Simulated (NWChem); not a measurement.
System: SnI$_{3}$ cation; SMILES [I][Sn+]([I])[I]

NWChem input:

```
start job
memory heap 200 mb stack 900 mb global 1100 mb
charge 1
geometry units angstroms noautoz
  Sn     0.000000     0.000000     0.000000
  I      0.149467     2.602437     0.000000
  I      2.179044    -1.430660     0.000000
  I     -2.328510    -1.171777     0.000000
end
basis spherical
  Sn library def2-svp
  I library def2-svp
end
ecp
  Sn library def2-ecp
  I library def2-ecp
end
dft
  xc b3lyp
  iterations 150
  mulliken
end
task dft energy
```

Excerpt of the output:

```
             Northwest Computational Chemistry Package (NWChem) 7.3.0
             --------------------------------------------------------

 C3H symmetry detected

                             Geometry "geometry" -> ""
                             -------------------------

 Output coordinates in angstroms (scale by  1.889725989 to convert to a.u.)

  No.       Tag          Charge          X              Y              Z
 ---- ---------------- ---------- -------------- -------------- --------------
    1 Sn                  50.0000     0.00000000     0.00000000     0.00000000
    2 I                   53.0000     2.38826910    -1.04460070     0.00000000
    3 I                   53.0000    -2.09878529    -1.54600136     0.00000000
    4 I                   53.0000    -0.28948381     2.59060206     0.00000000

 Effective nuclear repulsion energy (a.u.)    2601.5706017975

      Symmetry information
      --------------------

 Group name             C3h
 Group number             22
 Group order               6
 No. of unique centers     2

                                 NWChem DFT Module
                                 -----------------

 Summary of "ao basis" -> "ao basis" (spherical)
 ------------------------------------------------------------------------------
       Tag                 Description            Shells   Functions and Types
 ---------------- ------------------------------  ------  ---------------------
 Sn                         def2-svp                10       26   4s4p2d
 I                          def2-svp                10       26   4s4p2d

      Symmetry analysis of basis
      --------------------------

        a'         24
        e'+        24
        e'-        24
        a"         12
        e"+        10
        e"-        10

  Rotation of axis

            General Information
            -------------------
          SCF calculation type: DFT
          Wavefunction type:  closed shell.
          No. of atoms     :     4
          No. of electrons :    96
           Alpha electrons :    48
            Beta electrons :    48
          Charge           :     1
          Spin multiplicity:     1
          Use of symmetry is: on ; symmetry adaption is: on
          Maximum number of iterations: 150
          AO basis - number of functions:   104
                     number of shells:    40
          Convergence on energy requested:  1.00D-06
          Convergence on density requested:  1.00D-05
          Convergence on gradient requested:  5.00D-04

              XC Information
              --------------
                         B3LYP Method XC Potential
                     Hartree-Fock (Exact) Exchange  0.200
                        Slater Exchange Functional  0.800 local
                    Becke 1988 Exchange Functional  0.720 non-local
              Lee-Yang-Parr Correlation Functional  0.810
                  VWN I RPA Correlation Functional  0.190 local

             Grid Information
             ----------------
          Grid used for XC integration:  medium
          Radial quadrature: Mura-Knowles
          Angular quadrature: Lebedev.
          Tag              B.-S. Rad. Rad. Pts. Rad. Cut. Ang. Pts.
          ---              ---------- --------- --------- ---------
          Sn                  1.45      123           9.0       590
          I                   1.40      123          12.0       590
          Grid pruning is: on
          Number of quadrature shells:   246
          Spatial weights used:  Erf1

      Superposition of Atomic Density Guess
      -------------------------------------

 Sum of atomic energies:       -1290.47710264

 Renormalizing density from      97.00 to     96

      Non-variational initial energy
      ------------------------------

 Total energy =   -1100.842682
 1-e energy   =   -3005.684346
 2-e energy   =    1350.125252
 HOMO         =      -0.557955
 LUMO         =      -0.349611

      Symmetry analysis of molecular orbitals - initial
      -------------------------------------------------

  Numbering of irreducible representations:

     1 a'          2 e'+         3 e'-         4 a"          5 e"+
     6 e"-

  Orbital symmetries:

     1 e'+         2 e'+         3 a'          4 a'          5 a'
     6 e'+         7 e'+         8 e'+         9 e'+        10 a'
    11 a"         12 e"+        13 e"+        14 e'+        15 e'+
    16 a"         17 a'         18 e'+        19 e'+        20 e'+
    21 e'+        22 a"         23 a'         24 e"+        25 e"+
    26 a'         27 e"+        28 e"+        29 e'+        30 e'+
    31 a"         32 e'+        33 e'+        34 a'         35 e"+
    36 e"+        37 a'         38 e'+        39 e'+        40 a'
    41 e'+        42 e'+        43 a"         44 e'+        45 e'+
    46 e"+        47 e"+        48 a'         49 a'         50 a"
    51 e'+        52 e'+        53 a'         54 e'+        55 e'+
    56 e"+        57 e"+        58 a"

     ---------------------------------------------
      Total Density - Mulliken Population Analysis
     ---------------------------------------------

    Atom       Charge   Shell Charges
 -----------   ------   -------------------------------------------------------
    1 Sn  22    20.58   1.60  0.42  0.96  0.23  3.26  2.74  0.84  0.34  9.81  0.37
    2 I   25    25.14   1.83  0.23  1.32  0.58  2.91  3.15  2.78  2.31  9.86  0.16
    3 I   25    25.14   1.83  0.23  1.32  0.58  2.91  3.15  2.78  2.31  9.86  0.16
    4 I   25    25.14   1.83  0.23  1.32  0.58  2.91  3.15  2.78  2.31  9.86  0.16

   convergence    iter        energy       DeltaE   RMS-Dens  Diis-err
 ---------------- ----- ----------------- --------- --------- ---------
 d= 0,ls=0.0,diis     1  -1107.4839859966 -1.66D+03  2.09D-02  8.56D-01
 d= 0,ls=0.0,diis     2  -1107.2853884540  1.99D-01  1.59D-02  1.72D+00
 d= 0,ls=0.0,diis     3  -1107.5721367736 -2.87D-01  3.51D-03  1.10D-01
 d= 0,ls=0.0,diis     4  -1107.5905783214 -1.84D-02  4.37D-04  1.08D-03
 d= 0,ls=0.0,diis     5  -1107.5907374837 -1.59D-04  1.18D-04  1.00D-04
  Resetting Diis
 d= 0,ls=0.0,diis     6  -1107.5907510486 -1.36D-05  1.85D-05  3.04D-06
 d= 0,ls=0.0,diis     7  -1107.5907516195 -5.71D-07  2.18D-06  1.02D-08

         Total DFT energy =    -1107.590751619463
      One electron energy =    -3019.437458548721
           Coulomb energy =     1442.053518028170
    Exchange-Corr. energy =      -84.923223633209
 Nuclear repulsion energy =      554.716412534298

 Numeric. integr. density =       96.000000609236

                  Occupations of the irreducible representations
                  ----------------------------------------------

                     irrep           alpha         beta
                     --------     --------     --------
                     a'               11.0         11.0
                     e'+              22.0         22.0
                     e'-               0.0          0.0
                     a"                5.0          5.0
                     e"+              10.0         10.0
                     e"-               0.0          0.0

                       DFT Final Molecular Orbital Analysis
                       ------------------------------------

 Vector   46  Occ=2.000000D+00  E=-4.580583D-01  Symmetry=e"+
              MO Center=  7.4D-01, -1.0D+00, -6.8D-15, r^2= 6.8D+00
   Bfn.  Coefficient  Atom+Function         Bfn.  Coefficient  Atom+Function
  ----- ------------  ---------------      ----- ------------  ---------------
    39      0.504575  2 I  pz                42      0.407001  2 I  pz
    65     -0.370078  3 I  pz                68     -0.298514  3 I  pz
    36     -0.200233  2 I  pz                33     -0.162228  2 I  pz
    62      0.146860  3 I  pz                91     -0.134496  4 I  pz
    59      0.118985  3 I  pz                94     -0.108488  4 I  pz

 Vector   47  Occ=2.000000D+00  E=-4.580583D-01  Symmetry=e"+
              MO Center= -7.4D-01,  1.0D+00, -2.6D-15, r^2= 6.8D+00
   Bfn.  Coefficient  Atom+Function         Bfn.  Coefficient  Atom+Function
  ----- ------------  ---------------      ----- ------------  ---------------
    91      0.504981  4 I  pz                94      0.407329  4 I  pz
    65     -0.368968  3 I  pz                68     -0.297618  3 I  pz
    88     -0.200394  4 I  pz                85     -0.162358  4 I  pz
    62      0.146419  3 I  pz                39     -0.136013  2 I  pz
    59      0.118628  3 I  pz                42     -0.109711  2 I  pz

 Vector   48  Occ=2.000000D+00  E=-4.483930D-01  Symmetry=a'
              MO Center= -3.5D-13,  1.3D-13,  7.8D-18, r^2= 8.6D+00
   Bfn.  Coefficient  Atom+Function         Bfn.  Coefficient  Atom+Function
  ----- ------------  ---------------      ----- ------------  ---------------
    89     -0.378545  4 I  px                38      0.348979  2 I  py
    64     -0.306680  3 I  py                92     -0.305119  4 I  px
    41      0.281287  2 I  py                67     -0.247194  3 I  py
    63      0.225905  3 I  px                66      0.182085  3 I  px
    37      0.152640  2 I  px                86      0.149580  4 I  px

 Vector   49  Occ=0.000000D+00  E=-3.258741D-01  Symmetry=a'
              MO Center=  3.1D-15,  5.2D-15, -1.5D-15, r^2= 7.8D+00
   Bfn.  Coefficient  Atom+Function         Bfn.  Coefficient  Atom+Function
  ----- ------------  ---------------      ----- ------------  ---------------
     3      0.676735  1 Sn s                  4      0.500397  1 Sn s
    93      0.378867  4 I  py                40      0.349277  2 I  px
    90      0.350141  4 I  py                37      0.322794  2 I  px
    66     -0.306941  3 I  px                63     -0.283668  3 I  px
     2     -0.237938  1 Sn s                 67     -0.226098  3 I  py

[...]
```

Level: B3LYP/def2-SVP with def2 effective core potentials on Sn, I. Geometry: optimised at PBE0/def2-SVP. B3LYP is NWChem's, with the RPA form of VWN correlation. def2 effective core potentials on Sn, I; no spin-orbit coupling.
